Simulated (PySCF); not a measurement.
An unknown is described by computed data only.

Formula: C5H11FO.

* 13C NMR: chemical shifts (computed TMS as zero) by class: 82.4 (1 C), 71.1 (1 C), 69.5 (1 C), 36.5 (1 C), 18.0 (1 C) ppm [GIAO PBE0/pcSseg-1]
* Dipole: 1.56 D [PBE0/pcSseg-1]
* 1H NMR: chemical shifts (computed TMS as zero) by class: 4.87 (2 H), 3.71 (2 H), 3.61 (2 H), 1.76 (2 H), 1.30 (3 H) ppm [GIAO PBE0/pcSseg-1]
* Rotational structure: rotational constants A, B, C: 5.537, 1.101, 1.042 GHz [GFN2-xTB]
* NMR, other nuclei: isotropic shieldings of nuclei other than C and H, by class: 286 (1 O), 427 (1 F) ppm [GIAO PBE0/pcSseg-1]

Electronic properties: PySCF, gas phase, density fitting. Levels stand in brackets. One conformer (not necessarily the lowest) at the GFN2-xTB geometry, without solvent, vibrations or thermal averaging. NMR values are class means; diastereotopic atoms form classes of their own.

Question: What is the compound? Reason from the data.

Answer: Numbering: `[CH3:1][CH2:2][O:3][CH2:4][CH2:5][CH2:6][F:7]`. Its formula, C5H11FO, gives 0 degrees of unsaturation, so no ring and no π bond. 5 carbons fall into 5 classes; from least to most shielded: sp3 C–F carbon [C6] (82.4 ppm), sp3 carbon bound to oxygen [C2] (71.1 ppm), sp3 carbon bound to oxygen [C4] (69.5 ppm), chain CH2 carbon [C5] (36.5 ppm), methyl carbon [C1] (18.0 ppm). Hydrogen classes from least to most shielded: 2 H on an sp3 C–F carbon, C6 (4.87 ppm), 2 H on an sp3 carbon bound to oxygen, C4 (3.71 ppm), 2 H on an sp3 carbon bound to oxygen, C2 (3.61 ppm), 2 H on a chain CH2 carbon, C5 (1.76 ppm), 3 H on a methyl carbon, C1 (1.30 ppm). The other shieldings belong to: 286 ppm, ether oxygen [O3]; 427 ppm, alkyl fluorine [F7]. The optimised geometry has point group C1 and is an asymmetric top. Structure: `O(CC)CCCF`. Computed isomers that give other values at the same levels: `CC(C)O[C@H](C)F` (rotational constant A: 4.472 GHz; this holds for the one conformer computed); `COC(C)(C)CF` (13C chemical shifts (computed TMS as zero) by class: 96.3 (1 C), 77.6 (1 C), 55.1 (1 C), 23.6 (2 C) ppm); `CO[C@H](C)CCF` (13C chemical shifts (computed TMS as zero) by class: 82.7 (1 C), 75.5 (1 C), 58.8 (1 C), 43.9 (1 C), 19.8 (1 C) ppm). The assignments are read from this structure; whether some other isomer fits the data as well wasn't checked.

Shape of the structure used: `[CH3:1][CH2:2][O:3][CH2:4][CH2:5][CH2:6][F:7]`: C1–C2–O3–C4 -179°, C2–O3–C4–C5 178°, O3–C4–C5–C6 -68°, C4–C5–C6–F7 -69°.
